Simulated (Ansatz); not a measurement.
Cost and result for the atomization energy of Cl2GeH4SSi, SMILES `Cl[SiH2][S][GeH2][Cl]` (9 atoms, 8 bonds).

```
atom    x (Å)    y (Å)    z (Å)
 Cl1   2.1123  -1.1040   0.8460
 Si2   1.2320   0.7518   0.8385
  S3  -0.8762   0.6345   1.0738
 Ge4  -1.4070  -0.6658  -0.6410
 Cl5  -0.6953   0.2092  -2.4744
  H6   1.6052   1.3979  -0.4357
  H7   1.7136   1.5120   2.0113
  H8  -0.7485  -2.0415  -0.5280
  H9  -2.9361  -0.6941  -0.6904
```

Charge 0, multiplicity 1. Correlated methods include outer-core shells of Ge, which these sets cover unevenly. Scalar relativity is left out up to krypton. The geometry is a stationary point of PBE0-D4/def2-TZVP. It is one conformer, not always the lowest. Program: Ansatz. All runs use 2 threads of an AMD EPYC 7R13 on a shared host and a share of an NVIDIA H100 80 GB. Times are those of one run each, without the atoms' runs, and a repeat can differ threefold. Electronic energies, without spin–orbit coupling; frozen cores. CCSD(T)/CBS adds CCSD(T) − MP2 in def2-TZVPP to the MP2 limit, and its time is that of the two runs behind it. T1 = 0.010. With those shells the extrapolation isn't a true limit. B3LYP takes the VWN-RPA correlation (the form of Gaussian; ORCA's B3LYP/G).

CCSD(T)/CBS is a level of theory with its own doubt, some kJ/mol a heavy atom from the limit and from the frozen cores, so smaller differences don't rank the functionals.

```
                             level  functions  wall time  atomization (kcal/mol)  difference from CCSD(T)/CBS  per bond
  ωB97M-V/def2-TZVPP (with forces)        272        6 s                   631.4                         -0.8      -0.1
 B3LYP-D4/def2-TZVPP (with forces)        272      7.5 s                   620.8                        -11.4      -1.4
r2SCAN-D4/def2-TZVPP (with forces)        272       10 s                   634.2                          2.0       0.2
                PBE0-D4/def2-TZVPP        272       11 s                   626.3                         -5.9      -0.7
                ωB97X-V/def2-TZVPP        272       11 s                   637.0                          4.8       0.6
                 B2PLYP/def2-TZVPP        272       11 s                   614.2                        -18.0      -2.3
   PBE-D4/def2-TZVPP (with forces)        272       12 s                   629.9                         -2.3      -0.3
                CCSD(T)/def2-TZVPP        272       12 s                   613.1                        -19.1      -2.4
                    MP2/def2-QZVPP        489       17 s                   633.8                          1.6       0.2
                 CCSD(T)/CBS(def2)          –       29 s                   632.2                          0.0       0.0
```

In def2-TZVPP, CCSD(T) changes the Hartree–Fock value by +151.5 kcal/mol (the triples alone add +11.1 kcal/mol) and MP2 by +161.0 kcal/mol; breaking electron pairs costs correlation energy, which Hartree–Fock lacks. The D4 term adds +13.2 kcal/mol with B3LYP and +7.0 kcal/mol with PBE0; it sums over pairs of atoms, weighted by their polarisabilities, and B3LYP, whose exchange is more repulsive, gets the larger term. From PBE to PBE0 (25 % exact exchange), in def2-TZVPP and without D4, the atomization energy moves by −2.6 kcal/mol: exact exchange takes away binding that semilocal exchange gives to molecules.
